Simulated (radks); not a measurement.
Values are calculated unless marked as measured or tabulated.
Br3+, configuration [Ar] 3d8 4s2 4p4 (not the ground configuration). Level of theory: Dirac Kohn-Sham, Wu-Cohen GGA, spin-unpolarised, spherical densities, finite nucleus; open shells fill j = l - 1/2 first; Fermi nuclear charge, rms radius 4.1629 fm (a radial shooting solver on a logarithmic mesh with Libxc functionals).

Normalised radial functions P(r) = r R(r) (large component), r in bohr:

r,3d3/2,3d5/2,4p1/2
0.001637,0.0000,0.0000,0.0010
0.002131,0.0000,0.0000,0.0015
0.002775,0.0000,0.0000,0.0022
0.003585,0.0000,0.0000,0.0034
0.004668,0.0001,0.0001,0.0052
0.006029,0.0002,0.0002,0.0079
0.007851,0.0004,0.0003,0.0123
0.01022,0.0008,0.0007,0.0192
0.01321,0.0017,0.0015,0.0293
0.0172,0.0034,0.0031,0.0449
0.02221,0.0068,0.0064,0.0667
0.02892,0.0138,0.0130,0.0981
0.03766,0.0273,0.0261,0.1395
0.04865,0.0517,0.0498,0.1876
0.06335,0.0970,0.0941,0.2386
0.08183,0.1720,0.1678,0.2755
0.1066,0.2957,0.2899,0.2769
0.1387,0.4786,0.4710,0.2127
0.1792,0.7113,0.7025,0.0702
0.2334,0.9814,0.9723,-0.1436
0.3015,1.2141,1.2065,-0.3500
0.3925,1.3427,1.3383,-0.4512
0.5111,1.2909,1.2907,-0.3386
0.6603,1.0684,1.0718,-0.0160
0.8597,0.7357,0.7411,0.4232
1.111,0.4188,0.4238,0.7717
1.446,0.1822,0.1854,0.8922
1.883,0.0573,0.0588,0.7394
2.432,0.0125,0.0130,0.4502
3.167,0.0015,0.0016,0.1898
4.091,0.0001,0.0001,0.0545
5.327,0.0000,0.0000,0.0087

3d3/2: eigenvalue -133.43 eV, 0 radial nodes, <r> = 0.552 bohr, 90 % of the charge inside 0.895 bohr. 3d5/2: eigenvalue -132.22 eV, 0 radial nodes, <r> = 0.555 bohr, 90 % of the charge inside 0.900 bohr. 4p1/2: eigenvalue -46.001 eV, 2 radial nodes at r = 0.197, 0.667 bohr, <r> = 1.61 bohr, 90 % of the charge inside 2.37 bohr.
